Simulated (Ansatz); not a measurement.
```yaml
crystal:
  periodic: [false, false, false]
  atoms:
    - {symbol: C, position_ang: [-0.697853, 1.128887, -0.403528]}
    - {symbol: O, position_ang: [-0.779822, -0.217332, 0.247758]}
    - {symbol: In, position_ang: [0.761614, -1.501224, 0.530460]}
    - {symbol: H, position_ang: [-1.410688, 1.206755, -1.412694]}
    - {symbol: H, position_ang: [0.456079, 1.241644, -0.718354]}
    - {symbol: H, position_ang: [-0.740137, 1.748334, 0.151549]}
    - {symbol: H, position_ang: [2.186835, -0.790681, 0.086602]}
    - {symbol: H, position_ang: [-0.170085, -2.882873, 1.311320]}
basis:
  gaussian: {orbitals: def2-mTZVPP, final_grid: {core_spheres: 20, valence_spheres: 16, degree: 47}}
total_charge: 1
magnetization: {spin_polarized: true, initial_magnetization: 1}
hamiltonian: {xc: {name: RPBE}}
relax: {f_tol: 0.001, max_steps: 2}
```

```sh
$ ansatz run in.yaml --threads 4 --pin off --events-out ev --progress --plain --max-ram 10444MiB
```

**Question.** How does Ansatz answer? (An estimate is asked.)

**Answer.** Ansatz gave: The calculation stopped without meeting its thresholds.
```
Functional definition: RPBE
989 factors; their error is unknown
mean field evaluation 1: about -8300.5931 eV, gradient 8.0e1 eV
mean field evaluation 2: about -7991.4759 eV, gradient 1.8e2 eV
mean field evaluation 4: about -8296.5632 eV, gradient 8.4e1 eV
mean field evaluation 8: about -8329.7206 eV, gradient 2.2e0 eV
mean field evaluation 16: about -8329.7702 eV, gradient 1.7e-1 eV
mean field evaluation 32: about -8329.7705 eV, gradient 7.7e-5 eV
mean field -8329.77045200 eV, -306.1134179897 hartree, gradient 7.8e-6 eV, S^2 0.753488; 6 other end points of the search recorded, 0 dependent functions left out
reference -8329.77051167 eV, -306.1134201827 hartree; 20, 19 occupied and 84, 85 virtual orbitals, 989 factors
relax step   1: F+E_penalty+E_count = -8329.77045200 eV  Δ(F+E_penalty+E_count) = +0.000e0 eV  max|allowed force component| = 1.583e1 eV/Å  Δτ_max = 0.0000 Å  (142 SCF iters, accepted)
989 factors; their error is unknown
mean field -8332.61328995 eV, -306.2178903576 hartree, gradient 7.4e-6 eV, S^2 0.753583; 0 other end points of the search recorded, 0 dependent functions left out
reference -8332.61334930 eV, -306.2178925387 hartree; 20, 19 occupied and 84, 85 virtual orbitals, 989 factors
relax step   2: F+E_penalty+E_count = -8332.61328995 eV  Δ(F+E_penalty+E_count) = -2.843e0 eV  max|allowed force component| = 2.724e0 eV/Å  Δτ_max = 0.1948 Å  (52 SCF iters, accepted)
Error: geometry relaxation did not converge after 2 steps: max|allowed force component| = 2.72e0 eV/Å (threshold 1.0e-3). Raise `relax.max_steps` over both its present limit and 2, loosen `relax.f_tol`, or start from a geometry closer to equilibrium. Where this run's directory can be resumed (`checkpoint.write`), a resume goes on for up to `relax.max_steps` more
```
